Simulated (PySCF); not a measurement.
Molecular orbitals of SrH⁺

r²SCAN at R = 2.025 Å; Sr def2-TZVP with ECP28, H def2-TZVP; scalar-relativistic core potentials (PySCF 2.14). State: ¹Σ⁺ (singlet), closed shell. Only the outer orbitals are listed, counted within each symmetry, core potentials removing the inner ones.

| orbital | occ. | ε (eV) | on Sr (%) | main shells (%) |
| --- | --- | --- | --- | --- |
| 1σ | 2 | -48.30 | 100 | 100 Sr s |
| 1π | 2 | -29.41 | 100 | 100 Sr p |
| 1π | 2 | -29.41 | 100 | 100 Sr p |
| 2σ | 2 | -29.03 | 99 | 99 Sr p |
| 3σ | 2 | -10.09 | 41 | 59 H s, 18 Sr s, 18 Sr d |
| 4σ | 0 | -6.48 | 97 | 73 Sr s, 15 Sr d, 9 Sr p |
| 1δ | 0 | -5.52 | 100 | 100 Sr d |
| 1δ | 0 | -5.52 | 100 | 100 Sr d |

**Question.** Which are the highest filled and the lowest empty level, where do they sit, and how wide is the gap?

**Answer.** Highest filled 3σ at -10.09 eV (in %: 59 H s, 18 Sr s, 18 Sr d); lowest empty 4σ at -6.48 eV (in %: 73 Sr s, 15 Sr d, 9 Sr p); the gap at r²SCAN is 3.61 eV.

```json
{
 "bond order (Mayer)": "0.96",
 "⟨S²⟩": "0.000",
 "charge on Sr (Mulliken, basis-dependent)": "1.19",
 "charge on Sr (Löwdin, basis-dependent)": "1.19",
 "dipole moment (positive dipole points towards H; it is taken about the centre of mass and depends on that origin)": "-5.00 D"
}
```
